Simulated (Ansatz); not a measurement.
The cluster PtS₂⁺. Total charge 1; doublet. Geometry r2SCAN-D4/def2-TZVP; atoms count from 1.

Cartesian coordinates in Å:
```
Pt -1.055 -0.678 -0.449
S 0.896 0.363 -0.680
S 0.159 0.314 1.129
```

In the def2 sets Pt takes a core potential; there is no spin–orbit coupling. The structure comes from a short search, and lower isomers may exist.

Q: Estimate the Mulliken populations from the PBE0/def2-TZVP orbitals of Ansatz.

A: 
```tsv
atom	charge (e)	spin (α − β)	d electrons
Pt1	0.66	0.06	8.81
S2	0.17	0.47	–
S3	0.17	0.47	–
```
Mulliken values depend strongly on the basis.

Q: Where does the spin sit?

A: Summed by element: Pt 0.06, S 0.94, of 1 unpaired in all. Largest on single atoms: S2 0.47, S3 0.47, Pt1 0.06.

Q: And the Mayer bond orders between heavy atoms (over 0.3)?

A: Pt1–S2 1.03 (2.22 Å); Pt1–S3 1.03 (2.22 Å); S2–S3 1.65 (1.95 Å).
